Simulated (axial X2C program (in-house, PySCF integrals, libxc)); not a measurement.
How long does RuN⁺ take?

A bond scan computed with an axial X2C code built on PySCF integrals. Basis: Ru dyall-cv3z [12s12p8d5f3g], N dyall-av3z [7s7p3d2f] (cores contracted in-house).

Input file and command:
```json
{"zs": [44, 7], "q": 1, "bas": ["dyall-cv3z", "dyall-av3z"], "levels": ["PBE0", "HF", "BHandHLYP"], "cc": true, "r0": 1.74, "thr": -2.0, "nmax": 90, "npts": 10, "nst": 2, "ntry": 6}
```
```bash
python so2c.py task.json out
```

Keys: zs atomic numbers; q charge; bas basis sets; levels methods; cc coupled cluster on or off; r0 starting distance in Å; thr threshold in hartree for freezing inner shells (an s shell follows its p shell); nmax most natural virtual spinors; npts points on the curve; nst determinants followed; ntry starts of the search. HF also brings MP2.

Hardware: 1 thread of Intel(R) Xeon(R) Platinum 8488C (Sapphire Rapids), with other jobs on the host.

Wall time of one point of each curve, integrals apart:

```
Hamiltonian                                level  points  seconds a point
  spin-free                                 PBE0      10             0.35
  spin-free                                   HF      10             0.17
  spin-free  CCSD(T) (12 electrons, 90 virtuals)       7              5.5
  spin-free                            BHandHLYP      10             0.38
         2c                                 PBE0      10             0.47
         2c                                   HF      10              0.4
         2c  CCSD(T) (12 electrons, 90 virtuals)       7              7.1
         2c                            BHandHLYP      10             0.61
```

The rest:

Search with its distance optimisation 41 s, atoms 47 s, whole task 220 s. Coupled cluster runs on the points near the minimum only. The program drops outer points, and coupled cluster, when its time limit (not in the input) nears; MP2, further determinants and curves that did not converge are not in the table.
